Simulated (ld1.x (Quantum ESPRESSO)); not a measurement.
**What one change does to a pseudopotential (As (Z = 33), PAW)**

| Quantity | Value |
| --- | --- |
| Element | As |
| Generator | ld1.x (Quantum ESPRESSO) 7.5 |
| Type | PAW |
| Functional | PBEsol |
| Relativity | scalar-relativistic |
| Frozen core | [Ar] |
| Valence charge | 15 |
| Reference configuration | 3d10 4s2 4p3 |
| Partial waves | 4s (bound): rcut 1.75, rcutus 2.00 bohr; 4s channel at 1.5 Ry: rcut 1.75, rcutus 2.00 bohr; 4p (bound): rcut 1.40, rcutus 1.90 bohr; 4p channel at 1.2 Ry: rcut 1.40, rcutus 1.90 bohr; 3d (bound): rcut 0.75, rcutus 0.90 bohr; 3d channel at -2.45 Ry: rcut 0.75, rcutus 0.90 bohr |
| Local potential | all-electron potential smoothed inside 1.45 bohr (lloc = -2) |
| Core correction | a·sin(br)/r model core inside 0.90 bohr |
| Augmentation charge | PSQ, inside the norm-conserving radii |

Change: all radii but the core radius scaled by about 1.04 (s 2.08, p 1.98, d 0.94 bohr, rcut 1.82/1.46/0.78); local potential all-electron potential smoothed inside 1.52 bohr (lloc = -2).

Cutoffs: the cutoffs (Ry, on a coarse ladder) from which the occupation-weighted sum of valence levels, in a spherical-Bessel basis at the reference potential, stays within 10 and 1 mRy of its value at 400 Ry; they do not see the model core or the augmentation charge, which bear on the density cutoff. Errors are all-electron minus pseudo energies relative to the spin-unpolarised reference configuration.

What does the change do?

The potential gets neither clearly harder nor softer (200 Ry and 300 Ry → 180 Ry and 300 Ry); the errors of the 7 common tests hardly move; neither file shows a bound ghost.

```tsv
quantity	base	changed
cutoff, loose	200 Ry	180 Ry
cutoff, tight	300 Ry	300 Ry
bound ghosts	none	none
error for 3d10 4s2 4p2, meV [ΔE 9.16 eV]	-1.3	-1.3
error for 3d10 4s2 4p1, meV [ΔE 27.10 eV]	-4.4	-4.4
error for 3d10 4s2 4p0, meV [ΔE 54.82 eV]	-11	-11
error for 3d10 4s1 4p3, meV [ΔE 19.27 eV]	-2.4	-2.4
error for 3d10 4s0 4p5, meV [ΔE 19.07 eV]	-2.4	-2.4
error for 3d10 4s2 4p3.3, meV [ΔE -1.23 eV]	+0.2	+0.2
error for 3d9 4s2 4p4, meV [ΔE 40.10 eV]	-248	-253
lowest overlap eigenvalue by channel	s 0.41, p 0.64, d 0.99	s 0.42, p 0.65, d 0.99
```
